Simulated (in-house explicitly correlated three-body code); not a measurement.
Computed with an exponentially correlated three-body code. Model: two electrons around a point charge, non-relativistic, variational in 260 exponentially correlated functions (energies converged to about 1e-7 hartree, or 1e-8 relative for large Z).

Command:
```bash
python run_hyl.py task.json out
```
Settings (lengths in bohr, energies in hartree):
```
Z                      8
screening              0.04
interaction_strength   1
functions              260
states_tried           13
```

Run time, properties included: 33 s on 1 thread of Intel(R) Xeon(R) 6975P-C (Granite Rapids), on a shared host.

**Those bound S and P states to n = 4 that converged, binding against the one-electron ion.**

Given: nuclear charge 8; Yukawa screening of all interactions 0.04 1/bohr.

Computed: one-electron threshold -31.681196 hartree.

```json
{"term": "1 1S", "energy (hartree)": "-58.5588737", "binding (eV)": "731.38"}
{"term": "2 3S", "energy (hartree)": "?", "binding (eV)": "?"}
{"term": "2 3P", "energy (hartree)": "-37.6744352", "binding (eV)": "163.08"}
{"term": "2 1S", "energy (hartree)": "-37.6645759", "binding (eV)": "162.82"}
{"term": "2 1P", "energy (hartree)": "-37.4799096", "binding (eV)": "157.79"}
{"term": "3 3S", "energy (hartree)": "-34.2496916", "binding (eV)": "69.892"}
{"term": "3 1S", "energy (hartree)": "-34.1743319", "binding (eV)": "67.842"}
{"term": "3 3P", "energy (hartree)": "-34.1742991", "binding (eV)": "67.841"}
{"term": "3 1P", "energy (hartree)": "-34.1203825", "binding (eV)": "66.374"}
{"term": "4 3S", "energy (hartree)": "-32.9980662", "binding (eV)": "35.834"}
{"term": "4 1S", "energy (hartree)": "?", "binding (eV)": "?"}
{"term": "4 3P", "energy (hartree)": "-32.9670096", "binding (eV)": "34.989"}
{"term": "4 1P", "energy (hartree)": "-32.944964", "binding (eV)": "34.389"}
```

**Question.** What belongs in the row 2 3S?

**Answer.** energy (hartree): -37.9502807; binding (eV): 170.59.

**Question.** What belongs in the row 4 1S?

**Answer.** energy (hartree): -32.9677755; binding (eV): 35.01.

**Converged states only, values per electron or pair (inverse distances are <exp(-kr)/r>).**

| term | mean r (bohr) | mean r squared (bohr²) | mean inverse r (1/bohr) | mean r12 (bohr) | mean inverse r12 (1/bohr) | mean cosine | mean p1 dot p2 (bohr⁻²) | delta r1 (bohr⁻³) | delta r12 (bohr⁻³) |
| --- | --- | --- | --- | --- | --- | --- | --- | --- | --- |
| 1 1S | 0.19678 | 0.051958 | 7.6476 | 0.29041 | 4.648 | -0.016587 | 0.95095 | 149.82 | 15.872 |
| 2 3S | 0.49717 | 0.4026 | 4.866 | 0.83785 | 1.3669 | -0.005522 | 0.071225 | 89.593 | - |
| 2 3P | 0.44144 | 0.314 | 4.847 | 0.73862 | 1.613 | -0.071213 | -3.8747 | 80.768 | - |
| 2 1S | 0.51351 | 0.43451 | 4.8442 | 0.86155 | 1.5892 | -0.0083365 | 0.082741 | 89.041 | 2.6962 |
| 2 1P | 0.45428 | 0.3353 | 4.8303 | 0.73736 | 1.735 | 0.047392 | 3.6928 | 81.644 | 0.69939 |
| 3 3S | 1.0213 | 1.9768 | 4.3576 | 1.868 | 0.64469 | -0.0018242 | 0.020797 | 83.805 | - |
| 3 1S | 1.0452 | 2.0806 | 4.3518 | 1.9138 | 0.70351 | -0.0026601 | 0.025849 | 83.688 | 0.7844 |
| 3 3P | 0.9739 | 1.8088 | 4.3523 | 1.776 | 0.70939 | -0.017285 | -0.9062 | 81.306 | - |
| 3 1P | 0.99225 | 1.8839 | 4.3478 | 1.8067 | 0.74555 | 0.011522 | 0.93542 | 81.506 | 0.22683 |
| 4 3S | ? | ? | ? | ? | ? | ? | ? | ? | - |
| 4 1S | 1.7966 | 6.5482 | 4.1801 | 3.4119 | 0.38346 | -0.0011377 | 0.011012 | 82.4 | 0.32558 |
| 4 3P | ? | ? | ? | ? | ? | ? | ? | ? | - |
| 4 1P | 1.75 | 6.2464 | 4.1784 | 3.3184 | 0.40084 | 0.0045051 | 0.37151 | 81.49 | 0.097552 |

**Question.** What belongs in the row 4 3S?

**Answer.** mean r (bohr): 1.7644; mean r squared (bohr²): 6.3016; mean inverse r (1/bohr): 4.1824; mean r12 (bohr): 3.3484; mean inverse r12 (1/bohr): 0.35995; mean cosine: -0.00078469; mean p1 dot p2 (bohr⁻²): 0.0086321; delta r1 (bohr⁻³): 82.442.

**Question.** What belongs in the row 4 3P?

**Answer.** mean r (bohr): 1.7255; mean r squared (bohr²): 6.0635; mean inverse r (1/bohr): 4.1802; mean r12 (bohr): 3.2717; mean inverse r12 (1/bohr): 0.38582; mean cosine: -0.0067842; mean p1 dot p2 (bohr⁻²): -0.35091; delta r1 (bohr⁻³): 81.414.

**Electric-dipole lines between converged S and P states, rate of the upper state's decay.**

```tsv
s state	p state	p minus s (eV)	oscillator strength from s	rate (1/s)
1 1S	2 1P	573.59	0.69405	3.3028e+12
1 1S	3 1P	665.01	0.1457	9.3198e+11
1 1S	4 1P	696.99	0.05459	3.8358e+11
2 1S	2 1P	5.025	0.068152	2.4891e+07
2 1S	3 1P	?	?	?
2 1S	4 1P	128.43	0.092894	2.2161e+10
3 1S	2 1P	-89.949	-0.056859	1.9962e+10
3 1S	3 1P	1.468	0.11969	3.731e+06
3 1S	4 1P	33.453	0.40312	6.5251e+09
4 1S	2 1P	-122.78	-0.012244	8.0094e+09
4 1S	3 1P	-31.364	-0.12818	5.4713e+09
4 1S	4 1P	0.62073	0.16955	944940
2 3S	2 3P	?	?	?
2 3S	3 3P	102.75	0.3464	5.2896e+10
2 3S	4 3P	135.6	0.088375	2.3504e+10
3 3S	2 3P	-93.192	-0.059495	2.2421e+10
3 3S	3 3P	2.0515	0.16034	9.761e+06
3 3S	4 3P	34.904	0.37491	6.6063e+09
4 3S	2 3P	-127.25	-0.012477	8.7668e+09
4 3S	3 3P	-32.007	-0.13664	6.0738e+09
4 3S	4 3P	0.84509	0.22366	2.3104e+06
```

**Question.** What belongs in the row 2 1S 3 1P?

**Answer.** p minus s (eV): 96.442; oscillator strength from s: 0.37245; rate (1/s): 5.0106e+10.

**Question.** What belongs in the row 2 3S 2 3P?

**Answer.** p minus s (eV): 7.5061; oscillator strength from s: 0.09514; rate (1/s): 7.7533e+07.

**Static dipole response.**

```json
{"state": "1 1S", "polarisability (bohr³)": "0.0026529"}
{"state": "2 1S", "polarisability (bohr³)": "2.0405"}
{"state": "2 3S", "polarisability (bohr³)": "1.2857"}
```
